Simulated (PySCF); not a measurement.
# How methods differ on the interval between two levels of Zn+

Zn+ [Ar] 3d10 4s1 [2S1/2, M_J = 1/2] → Zn+ [Ar] 3d9 4s1 4p1 [4F9/2, M_J = 9/2], as a difference of total energies. All numbers are calculated (PySCF 2.14, the two-component X2C-1e Hamiltonian, in x2c-TZVPall-2c with one added diffuse shell each of s, p, d type (7s8p5d1f, 63 functions)). Correlated levels: [Ne] frozen; the 6 highest virtual spinors dropped. "Screened" scales the spin-orbit matrix elements by Boettger's factors to mimic the two-electron term; Breit and QED terms are absent.

```json
{"method": "GHF (spin-free)", "interval between two levels (cm⁻¹)": "88341"}
{"method": "GMP2 (spin-free)", "interval between two levels (cm⁻¹)": "110930"}
{"method": "GHF (screened spin-orbit)", "interval between two levels (cm⁻¹)": "87586"}
{"method": "GMP2 (screened spin-orbit)", "interval between two levels (cm⁻¹)": "110200"}
```

The labels give the starting determinants; with spin-orbit coupling the two ends relaxed to ⟨J²⟩ = 0.75, ⟨L²⟩ = 0.00, ⟨S²⟩ = 0.75 and ⟨J²⟩ = 24.76, ⟨L²⟩ = 12.01, ⟨S²⟩ = 3.75.
